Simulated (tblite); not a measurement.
Record of a relaxation.

Compound: C6H9BrOSi.
Atom-mapped SMILES: `[CH:1]#[C:2][C@@H:3]1[CH2:4][O:5][CH2:6][C@H:7]([Br:8])[SiH2:9]1` (hydrogens: H10 on C1; H11 on C3; H12, H13 on C4; H14, H15 on C6; H16 on C7; H17, H18 on Si9)

Computed with GFN2-xTB (tblite), gas phase: L-BFGS steps from a force-field or distance-geometry start until the largest atomic force falls under 0.01 eV/Å. 4 of its 82 geometries are shown.

Step 0: E = -740.6994 eV, largest atomic force 2.564 eV/Å
```
atom  x, y, z in Å  |  force x, y, z in eV/Å
C1      3.537   -0.318   -0.217   -0.664   0.018   0.139
C2      2.356   -0.217    0.022    1.524  -0.329   0.133
C3      0.969   -0.125    0.347   -0.485   0.703   0.463
C4      0.161   -1.379    0.008    0.917  -0.459   0.743
O5     -1.140   -1.280    0.505   -0.037  -0.339   0.006
C6     -1.964   -0.417   -0.189   -2.074   0.201  -0.344
C7     -1.640    1.055    0.009    1.914  -0.534   1.620
Br8    -2.865    2.278   -0.733   -0.582   0.294  -0.156
Si9     0.116    1.182   -0.690    0.169   0.889  -1.225
H10     4.575   -0.414   -0.429   -0.592   0.091   0.066
H11     0.758    0.179    1.411    0.660  -0.640  -0.597
H12     0.198   -1.532   -1.079   -0.145  -0.291   0.081
H13     0.645   -2.228    0.534   -0.456   0.067  -0.345
H14    -1.992   -0.616   -1.289    0.018  -0.182   0.485
H15    -2.998   -0.584    0.219    0.595  -0.223  -0.328
H16    -1.486    1.206    1.127   -0.849   0.189  -1.027
H17     0.669    2.509   -0.521    0.069   0.245  -0.014
H18     0.093    0.707   -2.105    0.017   0.303   0.299
```

Step 27: E = -741.1763 eV, largest atomic force 0.093 eV/Å
```
atom  x, y, z in Å  |  force x, y, z in eV/Å
C1      3.566   -0.402   -0.279   -0.043  -0.011  -0.005
C2      2.391   -0.295   -0.074    0.027  -0.025   0.018
C3      1.002   -0.118    0.263   -0.032   0.061   0.005
C4      0.169   -1.398    0.064   -0.019  -0.021   0.016
O5     -1.139   -1.280    0.573    0.002   0.058   0.047
C6     -1.995   -0.436   -0.152   -0.006  -0.022  -0.001
C7     -1.617    1.034    0.001    0.021  -0.017  -0.044
Br8    -2.910    2.131   -0.975   -0.021   0.020  -0.045
Si9     0.149    1.314   -0.671    0.010   0.062  -0.027
H10     4.594   -0.506   -0.453    0.023  -0.018  -0.068
H11     0.969    0.116    1.333   -0.014  -0.008   0.063
H12     0.137   -1.685   -0.997    0.045   0.044  -0.043
H13     0.611   -2.220    0.631    0.052  -0.074   0.021
H14    -1.992   -0.708   -1.219    0.003  -0.009  -0.031
H15    -2.994   -0.627    0.247   -0.065  -0.013   0.025
H16    -1.721    1.337    1.044   -0.011  -0.030   0.008
H17     0.631    2.635   -0.280    0.014   0.008  -0.003
H18     0.140    1.113   -2.125    0.013  -0.004   0.063
```

Step 54: E = -741.2053 eV, largest atomic force 0.045 eV/Å
```
atom  x, y, z in Å  |  force x, y, z in eV/Å
C1      3.505   -0.482   -0.432    0.023   0.006  -0.015
C2      2.382   -0.284   -0.068   -0.017   0.011   0.018
C3      1.021   -0.080    0.362   -0.003   0.002  -0.001
C4      0.189   -1.356    0.128    0.001  -0.005   0.005
O5     -1.125   -1.248    0.619    0.001  -0.015   0.027
C6     -1.987   -0.461   -0.160   -0.004  -0.013   0.012
C7     -1.656    1.024   -0.053   -0.002   0.015  -0.015
Br8    -2.867    2.024   -1.226    0.003   0.020   0.008
Si9     0.160    1.365   -0.550    0.030   0.020   0.005
H10     4.494   -0.647   -0.738    0.003   0.006  -0.011
H11     1.026    0.118    1.440    0.016  -0.006  -0.011
H12     0.180   -1.602   -0.945   -0.006  -0.009  -0.001
H13     0.633   -2.199    0.667   -0.011   0.012   0.023
H14    -1.948   -0.779   -1.214    0.007   0.023  -0.001
H15    -2.992   -0.663    0.225   -0.015  -0.006  -0.021
H16    -1.880    1.379    0.955   -0.004  -0.022  -0.022
H17     0.566    2.690   -0.082   -0.010  -0.044  -0.004
H18     0.290    1.208   -2.001   -0.011   0.006   0.003
```

Step 81: E = -741.2104 eV, largest atomic force 0.010 eV/Å
```
atom  x, y, z in Å  |  force x, y, z in eV/Å
C1      3.474   -0.467   -0.513    0.004   0.002  -0.002
C2      2.368   -0.293   -0.090    0.000   0.002   0.002
C3      1.022   -0.090    0.387   -0.002   0.000   0.002
C4      0.181   -1.366    0.189    0.000   0.001  -0.001
O5     -1.148   -1.232    0.635   -0.001  -0.003  -0.003
C6     -1.978   -0.460   -0.195   -0.003  -0.001   0.000
C7     -1.663    1.026   -0.066   -0.001  -0.004   0.001
Br8    -2.837    2.042   -1.261   -0.004   0.002   0.002
Si9     0.165    1.365   -0.513    0.002   0.004   0.005
H10     4.450   -0.617   -0.865    0.004  -0.004  -0.003
H11     1.067    0.118    1.462   -0.005   0.001   0.001
H12     0.199   -1.660   -0.872    0.003  -0.001   0.001
H13     0.601   -2.185    0.781   -0.006  -0.001  -0.001
H14    -1.876   -0.776   -1.245    0.008   0.002   0.002
H15    -3.002   -0.674    0.130   -0.001  -0.001   0.003
H16    -1.919    1.364    0.939    0.002   0.005  -0.003
H17     0.571    2.675   -0.010   -0.002  -0.002   0.001
H18     0.315    1.237   -1.964    0.001   0.001  -0.010
```

**Question.** Summarise the path.

**Answer.** The energy falls by 0.5110 eV from step 0 to step 81; nine tenths of that is first reached at step 22. It rises by more than 0.2 meV at step 2. The largest force goes from 2.564 to 0.010 eV/Å. Among the bonds C7–Br8 changes most, from 1.883 to 1.959 Å; the atoms move by 0.335 Å rms after alignment.

The cost below is that of the whole relaxation. Hardware: one thread of an Arm Neoverse V1, shared host with 32 logical CPUs at a one-minute load of 23. Cost: 0.81 s.
